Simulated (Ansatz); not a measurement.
`C[Te][SiH](O)F` at its PBE0-D4/def2-TZVP geometry, where that method's forces vanish. Charge 0, multiplicity 1. Te takes the def2 core potential.

```xyz
10

C     1.7119    0.3429   -0.6512
Te    0.4969   -1.4247   -0.8441
Si   -1.5045   -0.3486    0.1328
O    -1.2136    0.2500    1.6268
F    -1.9513    0.9293   -0.7041
H     1.6692    0.7075    0.3716
H     1.3575    1.0986   -1.3466
H     2.7290    0.0475   -0.9002
H    -2.6247   -1.3162    0.1081
H    -0.6704   -0.2863    2.2069
```

What forces (eV/Å) does r2SCAN-D4/def2-TZVPP give on these atoms in the Gaussian-basis code of Ansatz? (Best estimate.)

The calculation gave: 
```
C1   0.103  0.169  0.020
Te2 -0.044 -0.190 -0.053
Si3 -0.045 -0.095 -0.018
O4  -0.006  0.061  0.050
F5  -0.017  0.062 -0.017
H6   0.004 -0.008 -0.024
H7   0.011 -0.017  0.019
H8  -0.034  0.008  0.008
H9   0.017  0.019 -0.003
H10  0.011 -0.009  0.018
```
